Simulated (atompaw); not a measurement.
## An all-electron radial function and its pseudo partner (Sr (Z = 38))

Columns: radius, all-electron u(r) and pseudo u(r) of the 5s shell (level -8.58 eV) of strontium in the configuration [Ar] 3d10 4s2 4p6 4d0 5s1 5p0; LDA (PW92), scalar-relativistic, PAW (atompaw) scheme, atompaw 4.2.0.5.

```tsv
r (bohr)	all-electron	pseudo
0.106	-0.1087	-0.0531
0.212	0.0186	-0.1040
0.317	0.1585	-0.1500
0.423	0.1543	-0.1901
0.529	0.0576	-0.2222
0.635	-0.0641	-0.2448
0.740	-0.1695	-0.2569
0.846	-0.2436	-0.2582
0.952	-0.2815	-0.2484
1.058	-0.2866	-0.2278
1.163	-0.2651	-0.1974
1.269	-0.2232	-0.1578
1.375	-0.1671	-0.1105
1.481	-0.1022	-0.0571
1.587	-0.0326	0.0007
1.692	0.0376	0.0606
1.798	0.1073	0.1220
1.904	0.1741	0.1826
2.010	0.2366	0.2411
2.115	0.2936	0.2957
2.221	0.3458	0.3466
2.327	0.3923	0.3925
2.433	0.4331	0.4331
2.538	0.4681	0.4681
2.644	0.4980	0.4980
2.750	0.5229	0.5229
```

(1) How many radial nodes do the two functions have?

(2) Is the pseudo-wave norm-conserving?

## Answers

(1) The all-electron 5s function has n − l − 1 = 4 (the table is too coarse to show those close to the nucleus); the pseudo-wave has 1, since 1 lower shell of the same l stays in the valence.

(2) No, it belongs to a PAW set: the norm inside the radius is not constrained, and the difference is carried by the augmentation charge.
